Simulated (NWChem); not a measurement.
Isomers of CH$_{4}$O$_{2}$Si, each optimised at B3LYP/6-31G* with NWChem, gas phase unless a solvent is named. Flexible species stand in one conformer each, which need not be the lowest. Pople sets run with spherical d functions. Low-valent species are run as closed-shell singlets; no triplet was tried in these runs. Relative energies count from the lowest isomer at each level and are electronic, without zero-point energy, on those geometries.

A: O1[SiH2]OC1
B: O(C=O)[SiH3]
C: CO[Si]O
D: O=C[SiH2]O

```
quantity                                               A     B    C     D
--------------------------------------------------  ----  ----  ---  ----
relative energy, B3LYP/6-31G* (kcal/mol)            10.0   6.2  0.0  23.6
relative energy, Hartree-Fock/def2-TZVP (kcal/mol)   6.2   6.1  0.0  20.5
dipole (D), B3LYP/6-31G*                            0.46  1.46    ?  1.98
highest harmonic frequency (cm⁻¹), B3LYP/6-31G*     3109  3081    ?  3670
```

Complete the blanks.


- dipole (D), B3LYP/6-31G*, C: 2.23
- highest harmonic frequency (cm⁻¹), B3LYP/6-31G*, C: 3716
